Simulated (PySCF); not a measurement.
## Working out the excitation energy of Pb

Pb [Xe] 4f14 5d10 6s2 6p2 (3P) → Pb [Xe] 4f14 5d10 6s1 6p2 7s1 (5P). All numbers are calculated (PySCF 2.14, a scalar-relativistic core potential, in aug-cc-pVTZ-PP with ECP60MDF). Frozen: 5s2 5p6 5d10. Energies in hartree (1 hartree = 27.21139 eV):

```tsv
part	Pb (lower)	Pb (upper)
UHF	-191.835762	-191.481375
MP2 opposite-spin	-0.029786	0.000000
MP2 same-spin	-0.007069	-0.012309
```

Question: What does Hartree-Fock give?

Answer: (-191.481375) − (-191.835762) = 0.354387 hartree = 9.643 eV.

Question: What do MP2 and SCS-MP2 (6/5 opposite-spin, 1/3 same-spin) give?

Answer: The opposite-spin parts differ by 0.811 eV and the same-spin parts by -0.143 eV. MP2: 9.643 + (0.811) + (-0.143) = 10.311 eV. SCS-MP2: 9.643 + 1.2 × (0.811) + (-0.143)/3 = 10.569 eV.

The upper state lies above the first ionisation limit. A Rydberg-like electron needs more diffuse functions than a valence basis has.
